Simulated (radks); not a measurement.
All-electron atom: Ba+ in [Xe] 6s1 (the NIST ground configuration). Method: non-relativistic Kohn-Sham, B86b exchange with PBE correlation, spin-polarised, spherical densities, point nucleus; open shells are filled with parallel spins first (spin-orbit coupling, left out, can overturn this in heavy ions); relativity is left out, which matters for an element this heavy; computed with a radial shooting solver on a logarithmic mesh with Libxc functionals.

Unscreened Slater integrals over Kohn-Sham orbitals (cm^-1). They are taken over the spin-up orbitals. Empty in this configuration: 5d.

| integral | value |
|---|---|
| F0(6s,6s) | 44430 |
| F0(6s,5p) | 54834 |
| G1(6s,5p) | 4163.3 |
| F0(6s,5s) | 55580 |
| G0(6s,5s) | 2469.9 |
| F0(6s,4d) | 58551 |
| G2(6s,4d) | 1500.6 |
| F0(6s,5d) | 50833 |
| G2(6s,5d) | 14892 |
| F0(5p,5p) | 102230 |
| F2(5p,5p) | 55169 |
| F0(5p,5s) | 108220 |
| G1(5p,5s) | 73744 |
| F0(5p,4d) | 128150 |
| F2(5p,4d) | 35526 |
| G1(5p,4d) | 9933.9 |
| G3(5p,4d) | 9658.2 |
| F0(5p,5d) | 78320 |
| F2(5p,5d) | 36482 |
| G1(5p,5d) | 41801 |
| G3(5p,5d) | 25675 |
| F0(5s,5s) | 115670 |
| F0(5s,4d) | 142270 |
| G2(5s,4d) | 14133 |
| F0(5s,5d) | 80684 |
| G2(5s,5d) | 27025 |
| F0(4d,4d) | 248520 |
| F2(4d,4d) | 126680 |
| F4(4d,4d) | 84637 |
| F0(4d,5d) | 87699 |
| F2(4d,5d) | 15429 |
| F4(4d,5d) | 6181.9 |
| G0(4d,5d) | 3229.2 |
| G2(4d,5d) | 3853.6 |
| G4(4d,5d) | 3160.0 |
| F0(5d,5d) | 66181 |
| F2(5d,5d) | 33881 |
| F4(5d,5d) | 22145 |
